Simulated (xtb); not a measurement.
CF3 (SMILES F[C-](F)F), charge -1, singlet, at a GFN2-xTB geometry; GFN2-xTB with ALPB(methanol) (xtb 6.7.1).

Here is a job for xtb.
```
$ xtb mol.xyz --gfn 2 --chrg -1 --alpb methanol --json

# file mol.xyz
4

C      0.01018319    -0.00657116     0.53245374
F     -0.01807559     1.27792011    -0.10226750
F      1.11097537    -0.62281319    -0.14731810
F     -1.09968858    -0.65072614    -0.10538356
```

It wrote (shortened):

```
   ID    Z sym.   atoms
    1    6 C      1
    2    9 F      2-4

           -------------------------------------------------
          |                Calculation Setup                |
           -------------------------------------------------

           -------------------------------------------------
          |                 G F N 2 - x T B                 |
           -------------------------------------------------

      * Solvation model:               ALPB
        Solvent                        methanol
        Parameter file                 internal GFN2-xTB/ALPB
        Dielectric constant                3.2700E+01
        Reference state                gsolv [1 M gas/solution]
        Free energy shift                  3.9449E-03 Eh       2.4755E+00 kcal/mol
        Temperature                        2.9815E+02 K
        Density                            7.9200E-01 kg/L
        Solvent mass                       3.2040E+01 g/mol
        Interaction kernel             P16
        Born radius scaling (c1)           1.6600E+00
        Born radii integrator          GBOBC
        Born offset                        0.0000E+00 a0       0.0000E+00 AA
        H-bond correction              true
        Ion screening                  false
        Surface tension                    1.0000E-05 Eh       1.5569E+01 dyn/cm
        Grid points                               230 per atom

          ...................................................
          :                      SETUP                      :
          :.................................................:
          :  # basis functions                  16          :
          :  # atomic orbitals                  16          :
          :  # shells                            8          :
          :  # electrons                        26          :
          :  max. iterations                   250          :
          :  Hamiltonian                  GFN2-xTB          :
          :  restarted?                      false          :
          :  GBSA solvation                   true          :
          :  PC potential                    false          :
          :  electronic temp.          300.0000000     K    :
          :  accuracy                    1.0000000          :
          :  -> integral cutoff          0.2500000E+02      :
          :  -> integral neglect         0.1000000E-07      :
          :  -> SCF convergence          0.1000000E-05 Eh   :
[...]
         :: total energy             -16.620312780152 Eh    ::
[...]
        13        2.0000           -0.3355096              -9.1297 (HOMO)
        14                          0.0264260               0.7191 (LUMO)
        15                          0.0264260               0.7191
        16                          0.0948598               2.5813
      -------------------------------------------------------------
                  HL-Gap            0.3619356 Eh            9.8488 eV
             Fermi-level           -0.1545418 Eh           -4.2053 eV

     #   Z          covCN         q      C6AA      α(0)
     1   6 C        2.337     0.113    26.636     8.390
     2   9 F        0.781    -0.371    13.162     4.285
     3   9 F        0.781    -0.371    13.162     4.285
     4   9 F        0.781    -0.371    13.162     4.285

 Mol. C6AA /au·bohr⁶  :        253.097733
 Mol. C8AA /au·bohr⁸  :       5199.965373
 Mol. α(0) /au        :         21.246464

Wiberg/Mayer (AO) data.
largest (>0.10) Wiberg bond orders for each atom

 ---------------------------------------------------------------------------
     #   Z sym  total        # sym  WBO       # sym  WBO       # sym  WBO
 ---------------------------------------------------------------------------
     1   6 C    2.579 --     4 F    0.860     3 F    0.860     2 F    0.860
     2   9 F    0.922 --     1 C    0.860
     3   9 F    0.922 --     1 C    0.860
     4   9 F    0.922 --     1 C    0.860
 ---------------------------------------------------------------------------

Topologies differ in total number of bonds
Writing topology from bond orders to xtbtopo.mol

molecular dipole:
                 x           y           z       tot (Debye)
 q only:        0.007      -0.004       0.363
   full:       -0.001       0.001      -0.058       0.146
molecular quadrupole (traceless):
                xx          xy          yy          xz          yz          zz
 q only:       -1.648      -0.001      -1.649       0.095      -0.061       3.296
  q+dip:       -1.547      -0.001      -1.548       0.089      -0.057       3.095
   full:       -1.247      -0.001      -1.247       0.072      -0.046       2.494

           -------------------------------------------------
          | TOTAL ENERGY              -16.620312780152 Eh   |
          | GRADIENT NORM               0.007098402984 Eh/α |
          | HOMO-LUMO GAP               9.848769727422 eV   |
           -------------------------------------------------

normal termination of xtb
```
